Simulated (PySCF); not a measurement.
## Correlation energy of Fe⁺ (iron, charge +1)

[Ar] 3d5 4s2, high-spin 6S determinant (an excited configuration). All numbers are calculated (PySCF 2.14, the spin-free X2C one-electron Hamiltonian (Gaussian nucleus), in x2c-TZVPPall). Frozen: [Ar]; 7 electrons correlated.

MP2 pair energies summed by pair of shells (mhartree):

| pair | energy | share (%) |
| --- | --- | --- |
| 3d-3d | -65.89 | 55.6 |
| 3d-4s | -28.57 | 24.1 |
| 4s-4s | -24.10 | 20.3 |

Total MP2 correlation energy: -118.56 mhartree.

Same-spin part -78.50 and opposite-spin part -40.06 mhartree; SCS-MP2 scales them by 1/3 and 6/5 to -74.24 mhartree.
